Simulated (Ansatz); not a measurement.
Two structures of BSiH7O2, singlet, reached by relaxing down either side of one saddle point (PBE0-D4/def2-TZVP). Energies are electronic, without zero-point energy. Program: Ansatz 0.2.0. Basis: def2-TZVPP and def2-QZVPP. Cores are frozen in the correlated methods. Extrapolation: Hartree–Fock as exp(−7.88 √X), correlation as X^−2.97. First:

B1  (-0.632, 1.956, 0.079)
H2  (-0.754, 3.107, 0.388)
O3  (-0.964, 1.581, -1.176)
O4  (-0.169, 1.017, 0.957)
H5  (1.845, -1.031, -0.204)
Si6  (0.666, -1.927, -0.137)
H7  (-0.832, 0.638, -1.324)
H8  (0.042, 1.377, 1.820)
H9  (1.039, -3.268, -0.661)
H10  (-0.422, -1.390, -0.998)
H11  (0.180, -2.060, 1.256)
(Å)

Second:

```csv
atom,x (Å),y (Å),z (Å)
B1,-0.9287,0.3027,-0.4058
H2,2.3327,1.6992,1.5518
O3,-2.1406,0.3468,-1.0157
O4,-0.4260,1.4635,0.1062
H5,2.3689,0.9652,1.4133
Si6,0.0254,-1.4941,-0.3124
H7,-2.5182,1.2342,-1.0139
H8,0.4327,1.3699,0.5242
H9,0.2981,-2.0348,-1.6718
H10,-0.7803,-2.4981,0.4343
H11,1.3361,-1.3545,0.3897
```

**Question.** Which bonds change from the first to the second?

**Answer.** BH₃O₂ ([OH][BH][OH]) + SiH₄ → BSiH₅O₂ ([OH][B]([OH])[SiH3]) + H₂; bonds formed: B1–Si6, H2–H5; bonds broken: B1–H2, H5–Si6.

**Question.** Give the saddle point's structure and its height above each. (To be estimated.)

**Answer.** The calculation gives: 61.96 kcal/mol above the first and 50.38 kcal/mol above the second (CCSD(T) at an estimated basis limit (MP2 extrapolated from triple and quadruple zeta, plus CCSD(T) − MP2 in triple zeta)).
```csv
atom,x (Å),y (Å),z (Å)
B1,-0.1941,0.7000,-0.0723
H2,0.9800,1.4355,-0.0089
O3,-0.7729,0.8383,-1.3366
O4,-0.9479,0.9925,1.0805
H5,1.0581,0.4063,-0.0237
Si6,0.3879,-1.4329,-0.0460
H7,-1.3095,1.6327,-1.3843
H8,-0.4358,1.2001,1.8627
H9,1.1683,-1.9416,-1.2056
H10,-0.9956,-1.9682,-0.0784
H11,1.0615,-1.8626,1.2126
```

T1 diagnostic: at most 0.014.

Labels in which every atom is bracketed show which atoms are joined, not bond orders.

For scale, one of the runs: CCSD(T)/def2-TZVPP, 233 basis functions, launched by `ansatz run in.yaml --threads 4 --pin off --events-out ev --progress --plain --max-ram 9574MiB`. Time: 110 s of wall clock on 4 CPU threads of an Intel Xeon; the host was shared. Peak host memory: 4.2 GiB.
